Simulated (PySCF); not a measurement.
A GIAO shielding run with PySCF 2.14 (density fitting, non-relativistic, gas phase) on `c1(C#C)cc(F)cc[o+]1`, [C7H4FO]+:

```
{"job": {"kind": "nmr", "xc": "PBE0", "basis": "pcSseg-1"}, "charge": 1, "multiplicity": 1}
C      3.223707    -0.916433     0.010082
C      2.058853    -0.610721     0.018795
C      0.696688    -0.260737     0.029958
C      0.235131     0.961265    -0.452189
C     -1.133073     1.201322    -0.391127
F     -1.618142     2.330085    -0.829555
C     -1.999984     0.228992     0.141862
C     -1.432473    -0.935794     0.583246
O     -0.140769    -1.160983     0.525894
H      4.246003    -1.176651    -0.001708
H      0.919077     1.692026    -0.857670
H     -3.062962     0.405019     0.194977
H     -1.996443    -1.756903     1.009707
```

Hardware: 1 thread of an x86-64 server CPU, shared host. The job also computes population analyses, field gradients, ring-centre shieldings.

Question: How large is the calculation?

Answer: 62 electrons, 173 basis functions and 891 auxiliary functions.

Question: How long does it take?

Answer: 17 s of wall time, with 15 SCF cycles and 5 response iterations. Times on a shared host scatter by some tens of per cent.
